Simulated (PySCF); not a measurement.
Te(F)(SiH3) (FH₃SiTe), SMILES F[Te][SiH3]. Heavy atoms are numbered as in [Te:1]([F:2])[SiH3:3]. Hydrogens are named by the atom that carries them.

Geometry: B3LYP-D3(BJ)/def2-SVP. The def2 effective core potentials stand for the cores of Te; spin–orbit coupling is left out.

The numbers are results of PBE0/def2-TZVPD (PySCF), not measurements.

Mulliken values depend strongly on the basis, most of all with diffuse functions as here. ESP charges are fitted to the potential on shells at 1.4 to 2.0 van der Waals radii. Atomic charges (e), one atom of each kind:

```
atom        Mulliken  ESP fit
----------  --------  -------
Te1             0.44      ___
F2             -0.45      ___
Si3 (SiH3)     -0.02      ___
H on Si3        0.02      ___
```

Q: Fill in the missing entries. (Estimate from the structure and the level; the computed values follow.)

A: 
- Te1, ESP fit: 0.17
- F2, ESP fit: -0.22
- Si3 (SiH3), ESP fit: -0.15
- H on Si3, ESP fit: 0.06
